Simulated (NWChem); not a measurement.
Everything below was run with NWChem. System: OSe, charge 0, spin multiplicity 3, at a geometry optimised with UB3LYP/def2-SVP. The structure started from a generated list of species. Its SCF solution wasn't tested for a lower state. Level: ROCCSD(T)/def2-TZVP, 10 core orbitals frozen.

Job file:

```
start mol
memory heap 100 mb stack 700 mb global 1900 mb
geometry units angstroms nocenter noautoz
  O      0.000000     0.000000     1.341033
  Se     0.000000     0.000000    -0.315537
  symmetry group C2v
end
basis spherical
  * library def2-tzvp
end
scf
  rohf
  nopen 2
  maxiter 100
  thresh 1e-7
  semidirect memsize 60000000 filesize 0
  # guess.movecs holds the orbitals of an unrestricted PBE0 run
  vectors input guess.movecs output mol.movecs
end
tce
  freeze core 10
  ccsd(t)
  2eorb
  2emet 13
  thresh 1e-6
  maxiter 100
  tilesize 24
end
task tce energy
```

NWChem printed:

```
             Northwest Computational Chemistry Package (NWChem) 7.3.0
             --------------------------------------------------------

                                NWChem Input Module
                                -------------------

 Scaling coordinates for geometry "geometry" by  1.889725989
 (inverse scale =  0.529177249)

 Turning off AUTOSYM since
 SYMMETRY directive was detected!

                             Geometry "geometry" -> ""
                             -------------------------

 Output coordinates in angstroms (scale by  1.889725989 to convert to a.u.)

  No.       Tag          Charge          X              Y              Z
 ---- ---------------- ---------- -------------- -------------- --------------
    1 O                    8.0000     0.00000000     0.00000000     1.34103300
    2 Se                  34.0000     0.00000000     0.00000000    -0.31553700

 Effective nuclear repulsion energy (a.u.)      86.8880951170

            Nuclear Dipole moment (a.u.)
            ----------------------------
        X                 Y               Z
 ---------------- ---------------- ----------------
     0.0000000000     0.0000000000     0.0000113384

      Symmetry information
      --------------------

 Group name             C2v
 Group number             16
 Group order               4
 No. of unique centers     2

      Symmetry unique atoms

     1    2


 Summary of "ao basis" -> "" (spherical)
 ------------------------------------------------------------------------------
       Tag                 Description            Shells   Functions and Types
 ---------------- ------------------------------  ------  ---------------------
 *                         def2-tzvp                  on all atoms

 Summary of "ao basis" -> "ao basis" (spherical)
 ------------------------------------------------------------------------------
       Tag                 Description            Shells   Functions and Types
 ---------------- ------------------------------  ------  ---------------------
 O                         def2-tzvp                11       31   5s3p2d1f
 Se                        def2-tzvp                16       48   6s5p4d1f

                                 NWChem SCF Module
                                 -----------------

  ao basis        = "ao basis"
  functions       =    79
  atoms           =     2
  closed shells   =    20
  open shells     =     2
  charge          =   0.00
  wavefunction    = ROHF
  use symmetry    = T
  symmetry adapt  = T

 Summary of "ao basis" -> "ao basis" (spherical)
 ------------------------------------------------------------------------------
       Tag                 Description            Shells   Functions and Types
 ---------------- ------------------------------  ------  ---------------------
 O                         def2-tzvp                11       31   5s3p2d1f
 Se                        def2-tzvp                16       48   6s5p4d1f

      Symmetry analysis of basis
      --------------------------

        a1         35
        a2          8
        b1         18
        b2         18

 Forming initial guess at       0.0s

      Symmetry analysis of molecular orbitals - initial
      -------------------------------------------------

  Numbering of irreducible representations:

     1 a1          2 a2          3 b1          4 b2

  Orbital symmetries:

     1 a1          2 a1          3 b1          4 b2          5 a1
     6 a1          7 a1          8 a1          9 b1         10 b2
[...]
  --------------------------------------

    Atom       Charge   Shell Charges
 -----------   ------   -------------------------------------------------------
    1 O    8     8.52   0.79  1.18  0.60  0.99  0.35  1.74  1.95  0.89  0.00  0.03  0.00
    2 Se  34    33.48   2.00  2.00  1.17  0.78  1.04  0.92  6.00  5.93  0.89  1.91  0.64  8.98  1.04  0.05  0.12  0.03

 Mulliken analysis of the open-shell density
 -------------------------------------------

    Atom       Charge   Shell Charges
 -----------   ------   -------------------------------------------------------
    1 O    8     0.47   0.00 -0.00  0.00  0.00  0.00  0.23  0.20  0.05  0.00 -0.00 -0.00
    2 Se  34     1.53   0.00  0.00  0.00 -0.00  0.00 -0.00  0.00  0.01  0.31  0.80  0.34  0.00  0.00  0.01  0.05  0.01

       Multipole analysis of the density wrt the origin
       ------------------------------------------------

     L   x y z        total         open         nuclear
     -   - - -        -----         ----         -------
     0   0 0 0     -0.000000     -2.000000     42.000000

     1   1 0 0      0.000000     -0.000000      0.000000
     1   0 1 0     -0.000000      0.000000      0.000000
     1   0 0 1     -1.236868      0.161185      0.000011

     2   2 0 0    -16.783221     -3.981068      0.000000
     2   1 1 0      0.000000      0.000000      0.000000
     2   1 0 1      0.000000      0.000000      0.000000
     2   0 2 0    -16.783221     -3.981068      0.000000
     2   0 1 1     -0.000000     -0.000000      0.000000
     2   0 0 2    -19.277940     -6.595690     63.465378

                   NWChem Extensible Many-Electron Theory Module
                   ---------------------------------------------


            General Information
            -------------------
      Number of processors :     1
         Wavefunction type : Restricted open-shell Hartree-Fock
          No. of electrons :    42
           Alpha electrons :    22
            Beta electrons :    20
           No. of orbitals :   158
            Alpha orbitals :    79
             Beta orbitals :    79
        Alpha frozen cores :    10
         Beta frozen cores :    10
     Alpha frozen virtuals :     0
      Beta frozen virtuals :     0
         Spin multiplicity : triplet
    Number of AO functions :    79
       Number of AO shells :    27
        Use of symmetry is : on
      Symmetry adaption is : on
         Schwarz screening : 0.10D-09

          Correlation Information
          -----------------------
          Calculation type : Coupled-cluster singles & doubles w/ perturbation
   Perturbative correction : (T)
            Max iterations :      100
        Residual threshold : 0.10D-05
     T(0) DIIS level shift : 0.00D+00
     L(0) DIIS level shift : 0.00D+00
     T(1) DIIS level shift : 0.00D+00
     L(1) DIIS level shift : 0.00D+00
     T(R) DIIS level shift : 0.00D+00
     T(I) DIIS level shift : 0.00D+00
   CC-T/L Amplitude update :  5-th order DIIS
                I/O scheme : Global Array Library
        L-threshold :  0.10D-05
        EOM-threshold :  0.10D-05
 no EOMCCSD initial starts read in
 TCE RESTART OPTIONS
 SLICE:      F
 D4D5:       F
 quantumc:   F
 qrotation:  F
 pwtce:      F
 qducc:      F
 nacto:                         0
 nrotv:                         0
 nrot:                          0

            Memory Information
            ------------------
          Available GA space size is     249024318 doubles
          Available MA space size is     104850252 doubles

 Maximum block size supplied by input
 Maximum block size        24 doubles

 tile_dim =     24

 -------------------------------------------------

 Global array virtual files algorithm will be used

 Parallel file system coherency ......... OK

 4-electron integrals stored in orbital form

 v2    file size   =          1546658
 4-index algorithm nr.  13 is used
 imaxsize =       30
 imaxsize ichop =        0


CCSD iterations
 ---------------------------------------------------------
 Iter          Residuum       Correlation     Cpu    Wall
 ---------------------------------------------------------
    1   0.2860167011346  -0.5270794163929     0.6     0.6
    2   0.0984199900002  -0.4714098350991     0.6     0.6
    3   0.0620191000825  -0.5073959401811     0.6     0.6
    4   0.0459751262399  -0.4896873926370     0.6     0.6
    5   0.0404173965566  -0.5029097908243     0.6     0.6
    6   0.0040065961998  -0.4981574903107     0.6     0.6
    7   0.0029278320670  -0.4977837922375     0.6     0.6
    8   0.0013682179869  -0.4980027362792     0.6     0.6
    9   0.0016927152154  -0.4978472452352     0.6     0.6
   10   0.0009905711450  -0.4980610292582     0.6     0.6
   11   0.0001622317509  -0.4980311890037     0.6     0.6
   12   0.0000864777745  -0.4979995066402     0.6     0.6
   13   0.0000460581639  -0.4980147232079     0.6     0.6
   14   0.0000437143606  -0.4980042294645     0.6     0.6
   15   0.0000302632604  -0.4980123080521     0.6     0.6
   16   0.0000057257125  -0.4980087247542     0.6     0.6
   17   0.0000046164940  -0.4980086547992     0.6     0.6
   18   0.0000021092116  -0.4980088558039     0.6     0.6
   19   0.0000023103016  -0.4980087609230     0.6     0.6
   20   0.0000011662990  -0.4980089738409     0.6     0.6
   21   0.0000002674985  -0.4980089819632     0.6     0.6
 -----------------------------------------------------------------
 Iterations converged
 CCSD correlation energy / hartree =        -0.498008981963228
 CCSD total energy / hartree       =     -2475.169718007432039

 Singles contributions
    22b1  (beta ) ---    20b1  (beta )        0.1058573325
    21b2  (beta ) ---    19b2  (beta )        0.1058573325

 Doubles contributions
 CCSD(T)
 Using plain CCSD(T) code
             total no. of tasks         3080
 total no. of tasks / no. procs         3080
                         wl_min            2           1.1
                         wl_max      1728000          11.0
        thresh for no. of tasks         3080

 CCSD[T]  correction energy / hartree =        -0.026841704707041
 CCSD[T] correlation energy / hartree =        -0.524850686670269
 CCSD[T] total energy / hartree       =     -2475.196559712138878
 CCSD(T)  correction energy / hartree =        -0.024207833695031
 CCSD(T) correlation energy / hartree =        -0.522216815658259
 CCSD(T) total energy / hartree       =     -2475.193925841127111

 Task  times  cpu:       25.6s     wall:       25.6s

 Total times  cpu:       25.6s     wall:       25.6s
```
